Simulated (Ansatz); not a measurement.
Ansatz (a first-principles code) input (RPA@PBE/cc-pVTZ):

Ansatz 0.2 input:
```yaml
crystal:
  periodic: [false, false, false]
  atoms:
    - {symbol: C, position_ang: [-1.77098308, 0.09004013, -0.78796614]}
    - {symbol: C, position_ang: [-2.55384296, 1.16295614, -0.12192845]}
    - {symbol: C, position_ang: [-0.64747542, -0.59184269, -0.09342834]}
    - {symbol: C, position_ang: [0.63303875, 0.28189759, 0.01194858]}
    - {symbol: C, position_ang: [1.73174015, -0.41112706, 0.75229994]}
    - {symbol: C, position_ang: [2.90857842, -0.74599962, 0.23848246]}
    - {symbol: H, position_ang: [-1.87238224, -0.03788482, -1.85926018]}
    - {symbol: H, position_ang: [-2.75297261, 0.91923662, 0.92665860]}
    - {symbol: H, position_ang: [-2.02058549, 2.12672153, -0.11774376]}
    - {symbol: H, position_ang: [-3.50941683, 1.33881895, -0.61941965]}
    - {symbol: H, position_ang: [-0.94992121, -0.86679922, 0.92471422]}
    - {symbol: H, position_ang: [-0.38337642, -1.51903009, -0.60757615]}
    - {symbol: H, position_ang: [0.96980176, 0.55371445, -0.99130844]}
    - {symbol: H, position_ang: [0.37295972, 1.21255318, 0.52666900]}
    - {symbol: H, position_ang: [1.51579726, -0.66969310, 1.78665322]}
    - {symbol: H, position_ang: [3.16400013, -0.51199835, -0.78922441]}
    - {symbol: H, position_ang: [3.65976065, -1.26118596, 0.82338925]}
basis:
  gaussian:
    orbitals: cc-pVTZ
hamiltonian:
  xc: pbe
magnetization: {spin_polarized: true, initial_magnetization: 1}
correlation: {method: rpa, electrons: outside_noble_gas}
```

Output:

```
Functional definition: PBE
integrals: 1.14 GiB planned
1878 factors; integrals over basis functions are off by at most 1.1e-3 eV
0.43 GiB of the device are held for the grids
1.86 GiB of device memory are held for the factors and their scratch space
mean field: 2.49 GiB planned
mean field evaluation 1: about -6373.2642 eV, gradient 6.3e1 eV
mean field evaluation 2: about -6373.2483 eV, gradient 6.3e1 eV
mean field evaluation 4: about -6391.7322 eV, gradient 1.3e1 eV
mean field evaluation 8: about -6392.5673 eV, gradient 1.6e-1 eV
mean field evaluation 16: about -6392.5665 eV, gradient 3.6e-4 eV
mean field -6392.56646040 eV, -234.9224843825 hartree, gradient 7.0e-6 eV, S^2 0.753592; 0 other end points of the search recorded, 0 dependent functions left out
6 core orbitals not correlated
reference -6355.82558421 eV, -233.5722820864 hartree; 18, 17 occupied and 310, 311 virtual orbitals, 1878 factors
Total energy: -6401.79306056 eV, -235.2615556843 hartree
```

It need not be the lowest isomer of its formula.
